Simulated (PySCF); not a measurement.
**Sm(OH)3(NH3) at several levels of theory**

Computed with PySCF 2.14.0 (density fitting, no spin-orbit coupling) at the geometry relaxed with PBE0:

```xyz
11
Sm(OH)3(NH3) (singlet in the valence; each metal's 4f electrons, 5 of them, lie in its core potential, out of spins and levels)
Sm    0.1705   -0.2098    0.2582
O     1.2194    1.3416    1.2393
H     1.7329    1.9746    1.7390
O    -1.4420   -1.1314    1.2698
H    -2.1017   -1.5985    1.7809
O     1.1568   -1.2863   -1.2716
H     1.6556   -1.8133   -1.8944
N    -1.2737    1.2953   -1.2752
H    -1.8767    1.9119   -0.7297
H    -0.7102    1.8902   -1.8832
H    -1.8821    0.7419   -1.8792
```

| level | basis | state | HOMO (eV) | gap (eV) | charge on Sm1 (e) | population of f-type functions on Sm1 (polarisation alone where 4f lies in the core) | dipole about the centre of mass (D) | largest force component (eV/Å) |
| --- | --- | --- | --- | --- | --- | --- | --- | --- |
| PBE0 | Sm lcecp-1-SVP with ECP51, O def2-SVP, H def2-SVP, N def2-SVP | singlet | -6.95 | 6.69 | 0.95 | 0.10 | 4.21 | 0.02 |
| BLYP | the same | singlet | -5.16 | 4.18 | 0.67 | 0.10 | 4.14 | 0.47 |
| PBE0 | Sm lcecp-1-TZVP with ECP51, O def2-TZVP, H def2-TZVP, N def2-TZVP | singlet | -7.24 | 6.77 | 1.57 | 0.11 | 4.22 | 0.22 |

In the lcecp rows the 4f levels are missing from HOMO and gap, and the state counts the valence alone.

Charges are Mulliken's, which hang on the basis. The relaxation used the grid (50, 194), these runs (75, 302) or, all-electron (x2c bases, spin-free X2C Hamiltonian), (99, 590).

Problem. What does TPSS with Sm lcecp-1-SVP with ECP51, O def2-SVP, H def2-SVP, N def2-SVP give here?

Solution. state singlet, HOMO (eV) -5.36, gap (eV) 4.63, charge on Sm1 (e) 0.82, population of f-type functions on Sm1 (polarisation alone where 4f lies in the core) 0.10, dipole about the centre of mass (D) 4.14, largest force component (eV/Å) 0.36. Time: 11 s on 2 threads of Arm Neoverse V2, on a shared host, from an already converged density.

In the first row's basis the gap widens with exact exchange: 4.2 to 4.6 eV for BLYP, TPSS (none); 6.7 eV for PBE0 (a fixed share).

No frequency check is given that shows the relaxed geometry to be a minimum. An lcecp potential fixes the number of 4f electrons, so in runs with it no electron can move into or out of that shell.
